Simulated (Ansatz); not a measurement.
`OCC[AsH2]` → `[CH2]` (triplet) + `OC[AsH2]` at 400 K and 1 bar (formal loss of a carbene).

Program: Ansatz. Geometries: PBE0-D4/def2-TZVP. ΔE: electronic, gas phase. CBS: MP2 limit from def2 TZ/QZ plus the TZ coupled-cluster correction, frozen cores. This one scheme is used for every species. Triplets are unrestricted, without spin–orbit coupling. For As outer-core shells are correlated without core-valence functions, which leaves a few kJ/mol of doubt a bond. Scalar relativity is left out up to krypton. Each species was taken in one conformer, which may not be the lowest.

```csv
species,CCSD(T)/CBS energy (Eh),H − E (kJ/mol),S (J/(mol·K))
`OCC[AsH2]`,-2390.47824,256.4,361.9
`[CH2]` (triplet),-39.09499,59.0,205.7
`OC[AsH2]`,-2351.21112,175.7,324.7
```

H − E and S are ideal-gas, rigid-rotor, harmonic terms from PBE0-D4/def2-TZVP, for one conformer and one mirror image of each species, with the whole ground term of open shells counted as degenerate. 1 Eh = 2625.50 kJ/mol, R = 8.31446 J/(mol·K).

Q: By hand: ΔE, ΔH, ΔS and ΔG.

A: ΔE = (-39.09499) + (-2351.21112) − (-2390.47824) = 0.17213 Eh = 451.9 kJ/mol. Δ(H − E) = 59.0 + 175.7 − 256.4 = -21.7, so ΔH = 430.2 kJ/mol. ΔS = 205.7 + 324.7 − 361.9 = 168.5 J/(mol·K). ΔG = 430.2 − 400 × (168.5)/1000 = 362.8 kJ/mol.

Q: By hand: the equilibrium constant, and the temperature at which ΔG would vanish if ΔH and ΔS stayed fixed.

A: log₁₀ K = −ΔG/(RT ln 10) = -47.4. ΔG = 0 at ΔH/ΔS = 2553 K, far beyond where these terms or the molecules hold.

The number of gas molecules changes by +1, which sets the sign of ΔS. A doubt of 5 kJ/mol in ΔE shifts log₁₀ K by 0.7 here. Other conformers and mirror images would add mixing entropy, several J/(mol·K) or more a flexible species. A triplet takes part, so the spin changes. These are equilibria of isolated gas molecules and say nothing of rates. Largest T1 diagnostic: 0.011 (customary marks: 0.02 for closed shells, 0.045 for open ones).
